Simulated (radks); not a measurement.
Results of a calculation; reference values are marked as such.
Valence configurations of neutral magnesium (all share [Ne]). Level of theory: Dirac Kohn-Sham, LDA (Slater exchange, Perdew-Wang correlation), spin-unpolarised, spherical densities, finite nucleus; open shells fill j = l - 1/2 first; Fermi nuclear charge, rms radius 3.057 fm (a radial shooting solver on a logarithmic mesh with Libxc functionals). Energies are relative to 3s2; eigenvalues in eV.

| valence | E (eV) | e(3p1/2) | e(3s1/2) |
|---|---|---|---|
| 3s2 | 0.000 | - | -4.782 |
| 3s1.5 3p0.5 | 1.728 | -1.788 | -5.304 |
| 3s1 3p1 | 3.516 | -2.129 | -5.761 |
| 3s0.5 3p1.5 | 5.359 | -2.428 | -6.167 |
| 3p2 | 7.253 | -2.698 | - |

NIST lists [Ne] 3s2 as the ground configuration; this level of theory agrees among the configurations tried. The energies are those of spherical spin-averaged densities, not of single terms.
